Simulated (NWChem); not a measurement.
C₃H₅N₂ cation; SMILES [nH]1[nH+]ccc1

```xyz
10

C      0.0000     0.0000    -1.2379
C      0.0000    -1.1084    -0.3973
N      0.0000    -0.6670     0.8660
N      0.0000     0.6670     0.8660
C      0.0000     1.1084    -0.3973
H      0.0000     0.0000    -2.3254
H      0.0000    -2.1753    -0.6181
H      0.0000    -1.2014     1.7321
H      0.0000     1.2014     1.7321
H      0.0000     2.1753    -0.6181
```
Atoms are numbered in this order, from 1.

Level: PBE0/def2-SVP (NWChem), optimised geometry, unscaled harmonic frequencies. 

```tsv
frequency (cm⁻¹)	IR intensity (km/mol)
516	0.0
600	198.8
629	30.7
648	0.0
805	89.8
906	2.2
927	0.0
945	1.0
964	0.1
1075	16.1
1080	44.6
1140	36.3
1228	8.6
1264	0.9
1342	11.2
1487	66.8
1545	9.4
1594	0.8
1610	34.3
3292	0.1
3296	57.2
3313	39.5
3625	167.8
3637	401.0
```

```yaml
zero_point_energy: 53.5 kcal/mol
thermal correction to the enthalpy at 298.15 K (with zero-point energy): 56.6 kcal/mol
heat capacity Cv: 14.1 cal/(mol K)
entropy at 298.15 K and 1 atm (symmetry number 2): 64.3 cal/(mol K)
```

Rigid rotor and harmonic oscillator.
